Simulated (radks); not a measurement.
All-electron atom: the hafnium ion Hf+ in [Xe] 4f14 5d1 6s2 (the NIST ground configuration).

Method: Dirac Kohn-Sham, BP86, spin-unpolarised, spherical densities, point nucleus; open shells fill j = l - 1/2 first; computed with a radial shooting solver on a logarithmic mesh with Libxc functionals.

Energy parts (eV):
part                       energy
total                  -410875.04
kinetic                 459713.83
electron-nucleus      -1022680.13
Hartree                 160563.93
exchange-correlation     -8472.68

Orbitals (lengths in bohr, moments of r in powers of bohr; r(max) is where P^2 peaks; r(90%) holds 90 % of the orbital's charge):
orbital  occ.  eigenvalue (eV)  r(90%)      <r>   r(max)  small-component weight
1s1/2       2        -65218.94  0.0345  0.01898  0.01190                7.34e-02
2s1/2       2        -11153.76   0.125  0.07976  0.06824                1.65e-02
2p1/2       2        -10652.56   0.110  0.06611  0.05091                1.66e-02
2p3/2       4        -9460.161   0.120  0.07384  0.05753                1.51e-02
3s1/2       2        -2548.468   0.306   0.2081   0.1924                5.41e-03
3p1/2       2        -2326.371   0.298   0.1980   0.1804                5.35e-03
3p3/2       4        -2070.853   0.318   0.2124   0.1940                4.92e-03
3d3/2       4        -1695.136   0.290   0.1863   0.1524                4.80e-03
3d5/2       6        -1639.423   0.296   0.1908   0.1562                4.68e-03
4s1/2       2        -520.7664   0.673   0.4681   0.4377                1.77e-03
4p1/2       2        -429.7994   0.691   0.4746   0.4383                1.68e-03
4p3/2       4        -371.3253   0.739   0.5075   0.4673                1.51e-03
4d3/2       4        -221.9095   0.794   0.5286   0.4659                1.32e-03
4d5/2       6        -211.2057   0.812   0.5401   0.4752                1.27e-03
4f5/2       6         -27.0488    1.13   0.6693   0.4519                8.45e-04
4f7/2       8         -25.3030    1.16   0.6819   0.4571                8.24e-04
5s1/2       2         -76.1694    1.63    1.133    1.016                3.73e-04
5p1/2       2         -50.3569    1.85    1.261    1.098                3.00e-04
5p3/2       4         -42.4949    2.01    1.368    1.184                2.57e-04
5d3/2       1         -11.1020    3.38    2.134    1.607                1.06e-04
5d5/2       0         -10.5408    3.50    2.207    1.658                9.88e-05
6s1/2       2         -11.9898    4.50    3.108    2.733                5.14e-05

The highest occupied level is 5d3/2 at -11.102 eV. The density falls to 0.001 e/bohr^3 at r = 4.58 bohr.
